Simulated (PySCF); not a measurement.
# Calculated NMR parameters of C/C([SiH3])=C(/Cl)CCO

| Item | Value |
| --- | --- |
| Formula | C5H11ClOSi |
| SMILES | C/C([SiH3])=C(/Cl)CCO |
| InChI | InChI=1S/C5H11ClOSi/c1-4(8)5(6)2-3-7/h7H,2-3H2,1,8H3/b5-4- |
| Point group of the computed structure | C1 |
| Degrees of unsaturation | 1 |
| Carbon signals | 5 |
| Proton signals | 5 |

Mapped SMILES: `[CH3:1]/[C:2]([SiH3:3])=[C:4](/[Cl:5])[CH2:6][CH2:7][OH:8]` (H(Xn): hydrogen on atom n).

Fast rotation and ring inversion assumed for equivalent nuclei, one conformer, gas phase, non-relativistic Hamiltonian. Geometry from GFN2-xTB; PBE0/pcSseg-1 with gauge-including orbitals; PySCF 2.14.

Referencing at the same level of theory: ¹H (σ = 31.72 ppm), ¹³C (σ = 186.93 ppm), ²⁹Si (σ = 349.16 ppm) vs TMS; H2O for ¹⁷O (σ = 336.08 ppm).

| carbon | δC, type | δH (multiplicity) | HMBC from (2–3 bonds) | span of the C tensor (ppm) |
| --- | --- | --- | --- | --- |
| C1 | 22.9, CH3 | 2.14 (s) | H(Si3) | 31 |
| C2 | 138.0, C | – | H(Si3), H(C6), H(C1) | 203 |
| C4 | 152.8, C | – | H(Si3), H(C7), H(C6), H(C1) | 172 |
| C6 | 44.0, CH2 | 2.75 (t) | H(C7) | 27 |
| C7 | 64.6, CH2 | 3.93 (t) | H(C6) | 60 |

Other nuclei:
```csv
atoms,nucleus,environment,δ (ppm),σ (ppm)
H(Si3),¹H,hydrogen on a silicon bonded to C,4.22,27.50
H(O8),¹H,hydrogen on an alcohol oxygen,0.89,30.82
Si3,²⁹Si,"silicon bonded to C, 3 H",-76.7,425.9
O8,¹⁷O,alcohol oxygen,34.4,301.7
```

Carbon types of the structure: 2 × C, 2 × CH2, 1 × CH3, leaving 4 H on heteroatoms. δC 152.8, 138.0: fully substituted alkene carbon; as expected for a trigonal carbon in a double bond. δC 64.6: sp3 CH2 bonded to O; deshielded by the electronegative neighbour. δC 22.9: allylic methyl carbon; aliphatic region, no heteroatom directly attached. δH 2.14: hydrogen on an allylic methyl carbon; allylic position. δH 0.89: hydrogen on an alcohol oxygen; exchangeable, gas-phase position.

OH and NH positions are those of a molecule without intermolecular hydrogen bonds; in solution they move with solvent, concentration and temperature, and exchange usually removes their couplings. Carbons that carry Cl, above all several Cl atoms, come out too deshielded, partly because spin–orbit coupling is missing. Shifts are as computed. Against solution values, carbons near 30 ppm lie about +3 ppm off and those near 130 ppm about +5 ppm; carbons on Cl a further +6 ppm. Of 1211 compounds with measured shifts, 218 miss one by over three times the rms of a fit or turn the order of signals round; such compounds aren't used in these exercises. Experimental scales use liquid or dissolved standards, which lie at an offset from isolated H2O (liquid H2O: subtract about 36 ppm). No couplings were computed; multiplicities are counted from neighbouring protons, with m where these are inequivalent, close in shift, in a saturated or five-membered ring or joined by F or P, and br s for small geminal =CH2 splittings.
